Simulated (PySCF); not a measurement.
# Excitation energy of Ca⁺ by level of theory

Ca⁺ [Ar] 4s1 (2S) → Ca⁺ [Ar] 4p1 (2P), as a difference of total energies. Computed with PySCF 2.14 in x2c-QZVPPall (11s7p4d3f, 73 functions), with scalar relativity by spin-free X2C-1e. Correlated levels: valence and next inner shell: [Ne] frozen. The calculations carry no spin-orbit coupling.

```tsv
method	excitation energy (eV)	error (eV)
UHF	2.934	-0.208
LDA	2.983	-0.159
PBE	2.809	-0.333
PBE0	2.845	-0.297
r2SCAN	2.749	-0.393
CAM-B3LYP	3.070	-0.072
BHandHLYP	3.013	-0.129
M06-2X	2.980	-0.162
BP86	2.802	-0.340
MP2 (valence and next inner shell)	3.155	+0.013
SCS-MP2 (valence and next inner shell)	3.111	-0.031
```

Reference: 3.142 eV (measured; NIST levels, between the centres of gravity of the two terms).

Errors of the correlated levels include the incompleteness of this basis and the frozen core.

The basis was made for the ground configuration and has no added diffuse functions, so the excitation energy can come out too high.
